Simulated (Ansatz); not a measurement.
A trace of molecular dynamics of a periodic cell of 21 atoms, H12SO8 (contents 6 H2O + 1 SO2, density as packed 1.12 g/cm³ with natural masses).

Theory: DFT r2SCAN, scalar-relativistic, plane waves, PAW (Ansatz). Settings: accuracy low, cutoff 500 eV, k mesh 1x1x1, fermi-dirac smearing 0.02 eV, no spin polarisation.

```
ensemble                      : NVE (velocity Verlet)
starting velocities drawn for : 350 K
seed                          : 383230
```

```json
{"time (fs)": "0.0", "T (K)": "350", "potential energy less start (eV)": "0.000", "conserved less start (meV/atom)": "0.00"}
{"time (fs)": "4.0", "T (K)": "318", "potential energy less start (eV)": "0.191", "conserved less start (meV/atom)": "5.10"}
{"time (fs)": "8.0", "T (K)": "310", "potential energy less start (eV)": "0.182", "conserved less start (meV/atom)": "3.75"}
{"time (fs)": "12.0", "T (K)": "325", "potential energy less start (eV)": "0.289", "conserved less start (meV/atom)": "10.70"}
{"time (fs)": "16.0", "T (K)": "335", "potential energy less start (eV)": "0.241", "conserved less start (meV/atom)": "9.64"}
{"time (fs)": "20.0", "T (K)": "358", "potential energy less start (eV)": "0.227", "conserved less start (meV/atom)": "11.83"}
{"time (fs)": "24.0", "T (K)": "316", "potential energy less start (eV)": "0.338", "conserved less start (meV/atom)": "11.87"}
{"time (fs)": "28.0", "T (K)": "309", "potential energy less start (eV)": "0.395", "conserved less start (meV/atom)": "13.77"}
{"time (fs)": "32.0", "T (K)": "340", "potential energy less start (eV)": "0.294", "conserved less start (meV/atom)": "12.80"}
{"time (fs)": "36.0", "T (K)": "408", "potential energy less start (eV)": "0.642", "conserved less start (meV/atom)": "37.71"}
{"time (fs)": "40.0", "T (K)": "495", "potential energy less start (eV)": "0.349", "conserved less start (meV/atom)": "34.41"}
{"time (fs)": "44.0", "T (K)": "1344", "potential energy less start (eV)": "2.236", "conserved less start (meV/atom)": "228.87"}
{"time (fs)": "48.0", "T (K)": "356", "potential energy less start (eV)": "4.680", "conserved less start (meV/atom)": "223.55"}
{"time (fs)": "52.0", "T (K)": "446", "potential energy less start (eV)": "4.580", "conserved less start (meV/atom)": "229.93"}
{"time (fs)": "56.0", "T (K)": "1585", "potential energy less start (eV)": "1.500", "conserved less start (meV/atom)": "223.42"}
{"time (fs)": "60.0", "T (K)": "48990", "potential energy less start (eV)": "6.951", "conserved less start (meV/atom)": "6318.83"}
{"time (fs)": "64.0", "T (K)": "44745", "potential energy less start (eV)": "8.757", "conserved less start (meV/atom)": "5882.23"}
{"time (fs)": "68.0", "T (K)": "42042", "potential energy less start (eV)": "8.860", "conserved less start (meV/atom)": "5554.39"}
{"time (fs)": "72.0", "T (K)": "82540", "potential energy less start (eV)": "20.695", "conserved less start (meV/atom)": "11103.49"}
{"time (fs)": "76.0", "T (K)": "165384", "potential energy less start (eV)": "13.735", "conserved less start (meV/atom)": "20970.52"}
{"time (fs)": "80.0", "T (K)": "166247", "potential energy less start (eV)": "20.429", "conserved less start (meV/atom)": "21395.51"}
{"time (fs)": "84.0", "T (K)": "166921", "potential energy less start (eV)": "24.940", "conserved less start (meV/atom)": "21693.30"}
{"time (fs)": "88.0", "T (K)": "172817", "potential energy less start (eV)": "34.305", "conserved less start (meV/atom)": "22865.12"}
{"time (fs)": "92.0", "T (K)": "204207", "potential energy less start (eV)": "46.858", "conserved less start (meV/atom)": "27327.07"}
{"time (fs)": "96.0", "T (K)": "294032", "potential energy less start (eV)": "31.575", "conserved less start (meV/atom)": "37657.24"}
{"time (fs)": "100.0", "T (K)": "26668332", "potential energy less start (eV)": "428.182", "conserved less start (meV/atom)": "3303345.13"}
```

Can this run be trusted? Judge the integration.

The conserved energy changed by up to 1.4e+07 meV per atom, so the integration failed: the time step of 2 fs is too long for the fastest motions that this run met, and the later frames carry no physical meaning.

Run time: 18 min on 1 thread of Arm Neoverse V2 (shared host), peak memory 0.61 GiB.
